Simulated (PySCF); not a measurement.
Species: C₆H₁₁AlOS.
SMILES with atom numbers: `[CH3:1][S@@+:2]([AlH3-:3])[CH2:4][c:5]1[cH:6][cH:7][cH:8][o:9]1` (hydrogens: H10, H11, H12 on C1; H13, H14, H15 on Al3; H16, H17 on C4; H18 on C6; H19 on C7; H20 on C8)

Geometry (PBE0-D3(BJ)/def2-SVP, Å), atoms numbered from 1 in this order:
```xyz
20
C6H11AlOS angstrom
C     -2.0314   -0.0282    1.2137
S     -1.8554   -0.7876   -0.4115
Al    -1.4599    1.2491   -1.7631
C     -0.2461   -1.6620   -0.2184
C      0.9134   -0.7949    0.0518
C      1.5225   -0.3762    1.2041
C      2.5704    0.5068    0.8006
C      2.5115    0.5542   -0.5604
O      1.5201   -0.2324   -1.0157
H     -1.1479    0.5861    1.4395
H     -2.9184    0.6173    1.1576
H     -2.1848   -0.8038    1.9769
H     -0.4009    2.0014   -0.8196
H     -0.9737    0.5938   -3.1401
H     -2.9834    1.7478   -1.6461
H     -0.1208   -2.2040   -1.1670
H     -0.3867   -2.3972    0.5863
H      1.2597   -0.6745    2.2171
H      3.2741    1.0361    1.4387
H      3.0877    1.0837   -1.3141
```

Computed with PySCF at PBE0/pcSseg-1, non-relativistic, on one gas-phase PBE0-D3(BJ)/def2-SVP geometry that isn't relaxed in the solvent. The solvent is an IEF-PCM continuum (Bondi radii, 1.10 Å for H, scaled by 1.2). The model holds no explicit solvent molecules, cavitation or dispersion.

Gas phase at PBE0/pcSseg-1: HOMO -6.91 eV, LUMO -0.65 eV, dipole 5.23 D.

**Question.** What does the continuum do to the energy, the frontier levels and the dipole at PBE0/pcSseg-1 in benzene and acetone?

**Answer.** 
| solvent | ε | E(solvent) − E(gas) (kcal/mol) | polarisation term (kcal/mol) | distortion of the solute (kcal/mol) | HOMO (eV) | LUMO (eV) | dipole (D) |
| --- | --- | --- | --- | --- | --- | --- | --- |
| benzene | 2.271 | -4.71 | -5.07 | 0.36 | -6.80 | -0.53 | 5.90 |
| acetone | 20.49 | -10.14 | -11.89 | 1.75 | -6.75 | -0.46 | 6.73 |

The polarisation term is half the interaction of the solute with the surface charges that it induces; the rest is the cost of distorting the solute's density. The sum is the electrostatic part of solvation alone. From benzene to acetone the lowering changes by a factor 2.15, Onsager's factor (ε − 1)/(2ε + 1) by 2.02 and ε itself by 9.0.

**Question.** Which radius a makes the point-dipole formula ΔE = −[(ε − 1)/(2ε + 1)]·μ²/a³ give the value in acetone, with the gas-phase dipole?

**Answer.** μ = 2.056 au and |ΔE| = 0.01616 Eh give a = 2.62 Å; the farthest nucleus lies 3.83 Å from the centroid of the nuclei, so such a sphere wouldn't even hold the nuclei. The formula assumes a rigid point dipole at the centre of a sphere.

**Question.** Give the dipole vector in the frame of the coordinates (D, pointing from negative to positive charge), gas and acetone.

**Answer.** Gas (1.70, -2.71, 4.13), solvent (1.74, -3.65, 5.38). Its length changes by +29 % and its direction by 4°.

**Question.** Which IAO charges (PBE0/pcSseg-1) respond most in acetone (means over atoms taken as equivalent)?

**Answer.** 
```csv
atoms,environment,gas (e),solvent (e),change
Al3,aluminium bonded to S and 3 H,+0.312,+0.344,+0.032
H13/H14/H15,Al–H hydrogen,-0.215,-0.237,-0.022
H17,methylene hydrogen,+0.172,+0.193,+0.021
C8,aromatic CH next to a ring oxygen,+0.026,+0.009,-0.017
H18,aromatic hydrogen,+0.161,+0.178,+0.017
O9,furan-type oxygen,-0.215,-0.230,-0.015
H19,aromatic hydrogen,+0.168,+0.178,+0.010
H20,aromatic hydrogen,+0.178,+0.188,+0.010
```

**Question.** Which Mayer bond orders change most in acetone?

**Answer.** 
```
   bond  length (Å)    gas  solvent  change
 S2–Al3       2.476  0.329    0.378  +0.049
Al3–H14       1.601  0.891    0.862  -0.029
Al3–H15       1.607  0.863    0.842  -0.021
Al3–H13       1.605  0.863    0.848  -0.015
  O9–C5       1.351  1.039    1.026  -0.013
  C8–O9       1.345  1.088    1.077  -0.011
  S2–C4       1.842  0.954    0.944  -0.010
 C4–H17       1.099  0.932    0.922  -0.010
```
